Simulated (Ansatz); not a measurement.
Gas-phase electronic energies from Ansatz, PBE0-D4/def2-TZVP geometries. CCSD(T)/CBS is the MP2 limit (def2-TZVPP, def2-QZVPP) plus CCSD(T) − MP2 in def2-TZVPP, frozen cores. Functionals use def2-TZVPP. B3LYP here is the variant with VWN-RPA as its local correlation; programs differ in this. Each species was taken in one conformer, which may not be the lowest.

Consider the cleavage of the Si–Si bond: `OC(F)[SiH2][SiH3]` + `C[CH2][AlH][OH]` → `C[CH2][AlH][O][SiH3]` + `OC(F)[SiH3]`.

```json
{"level": "r2SCAN-D4", "ΔE (kJ/mol)": "-101.2", "difference from CCSD(T)/CBS": "6.9"}
{"level": "PBE0-D4", "ΔE (kJ/mol)": "-91.3", "difference from CCSD(T)/CBS": "16.8"}
{"level": "ωB97M-V", "ΔE (kJ/mol)": "-110.3", "difference from CCSD(T)/CBS": "-2.2"}
{"level": "B2PLYP", "ΔE (kJ/mol)": "-113.7", "difference from CCSD(T)/CBS": "-5.6"}
{"level": "r2SCAN", "ΔE (kJ/mol)": "-101.1", "difference from CCSD(T)/CBS": "7.0"}
{"level": "PBE0", "ΔE (kJ/mol)": "-91.4", "difference from CCSD(T)/CBS": "16.7"}
{"level": "B3LYP", "ΔE (kJ/mol)": "-109.8", "difference from CCSD(T)/CBS": "-1.7"}
{"level": "HF/def2-TZVPP", "ΔE (kJ/mol)": "-140.2", "difference from CCSD(T)/CBS": "-32.1"}
{"level": "MP2/def2-TZVPP", "ΔE (kJ/mol)": "-115.8", "difference from CCSD(T)/CBS": "-7.7"}
{"level": "CCSD/def2-TZVPP", "ΔE (kJ/mol)": "-113.3", "difference from CCSD(T)/CBS": "-5.2"}
{"level": "CCSD(T)/def2-TZVPP", "ΔE (kJ/mol)": "-108.9", "difference from CCSD(T)/CBS": "-0.8"}
{"level": "HF/def2-QZVPP", "ΔE (kJ/mol)": "-142.8", "difference from CCSD(T)/CBS": "-34.7"}
{"level": "SCS-MP2/def2-QZVPP", "ΔE (kJ/mol)": "-121.9", "difference from CCSD(T)/CBS": "-13.8"}
{"level": "HF/CBS(def2)", "ΔE (kJ/mol)": "-143.2", "difference from CCSD(T)/CBS": "-35.1"}
{"level": "MP2/CBS(def2)", "ΔE (kJ/mol)": "-115.0", "difference from CCSD(T)/CBS": "-6.9"}
{"level": "CCSD/CBS(def2)", "ΔE (kJ/mol)": "-112.5", "difference from CCSD(T)/CBS": "-4.4"}
{"level": "CCSD(T)/CBS", "ΔE (kJ/mol)": "-108.1", "difference from CCSD(T)/CBS": "0"}
```

Largest T1 diagnostic among the species: 0.013.

In def2-TZVPP, CCSD(T) changes the Hartree–Fock value by +31.4 kJ/mol (the triples alone add +4.4 kJ/mol) and MP2 by +24.5 kJ/mol. From PBE to PBE0 (25 % exact exchange), in def2-TZVPP and without D4, ΔE moves by −10.1 kJ/mol.
